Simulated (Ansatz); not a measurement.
Input for Ansatz (a quantum-chemistry and plane-wave program): R-wB97X-V/def2-TZVPPD on H8Si2 (a complex). Files ending in .json are basis or fitting sets from the Basis Set Exchange.

Ansatz 0.2 input:
```yaml
crystal:
  periodic: [false, false, false]
  atoms:
    - {symbol: Si, position_ang: [0.01753434, -0.16762224, -0.10150452]}
    - {symbol: H, position_ang: [1.06879216, 0.87345654, -0.08739598]}
    - {symbol: H, position_ang: [-1.07625700, 0.22539958, 0.81558087]}
    - {symbol: H, position_ang: [0.58978556, -1.45799786, 0.34195421]}
    - {symbol: H, position_ang: [-0.52126322, -0.30918478, -1.47336801]}
    - {symbol: Si, position_ang: [-0.01737863, 0.16683280, 3.90221691]}
    - {symbol: H, position_ang: [-0.82371465, -1.04963302, 3.65920994]}
    - {symbol: H, position_ang: [1.11792253, 0.20079173, 2.95259251]}
    - {symbol: H, position_ang: [0.50404917, 0.14752491, 5.28788757]}
    - {symbol: H, position_ang: [-0.85823361, 1.36847307, 3.70612891]}
basis:
  gaussian:
    orbitals: def2-TZVPPD.json
hamiltonian:
  xc: {name: wB97X-V}
scf: {lower_state_search: off}
```

The head of its log:

```
WARN ansatz: RAYON_NUM_THREADS=1 ignored (pool sized by the plan → 1); use --threads N
Functional definition: wB97X-V
these checks for a lower state are left out or cut short: stability, starts, cluster_reference, orbital_swaps, neighbouring_geometries, increment
integrals: 0.19 GiB planned
1102 factors; their error is unknown
integrals: 0.22 GiB planned
348 factors; integrals over basis functions are off by at most 1.9e-5 eV
mean field: 1.45 GiB planned
mean field evaluation 1: about -15882.4008 eV, gradient 8.6e0 eV
mean field evaluation 2: about -15882.7636 eV, gradient 2.1e0 eV
```

Q: What total energy does the run end on?

A: -583.6826 hartree.
